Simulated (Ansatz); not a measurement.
Species: CH₃F₃Sn, net charge 0, singlet state. SMILES: [CH3][Sn]([F])([F])[F]
Geometry: optimised at B3LYP-D3(BJ)/def2-TZVP (Ansatz, an electronic-structure program).

Wanted: vertical triplet-singlet gap (E(triplet) - E(singlet); each state is the SCF solution reached for its spin; the molecule has degenerate orbitals, so one determinant may break the symmetry), in kcal/mol. Correlated levels leave the core frozen unless marked. UHF or UKS for open shells. No spin-orbit coupling. The frozen core is the preceding noble-gas configuration, with the filled d and f shells of earlier blocks. In def2 rows, elements after Kr have scalar-relativistic effective core potentials. Basis-set limits of correlation are two-point, X^-3; Hartree-Fock from the larger set. The bracket is a focal-point correction in the basis named.

| level | program | vertical triplet-singlet gap (kcal/mol) |
|---|---|---|
| HF/def2-SVPD | Ansatz | 152.6 |
| PBE0/def2-TZVPD | Ansatz | 133.9 |
| wB97X-V/def2-TZVPD | Ansatz | 143.6 |
| RI-MP2/def2-TZVPPD | Ansatz | 155.7 |

Problem. Estimate the value at RI-MP2/CBS(def2-TZVPPD,def2-QZVPPD)+[CCSD(T)-MP2]/def2-TZVPPD as computed with Ansatz.

Solution. 152.1 kcal/mol
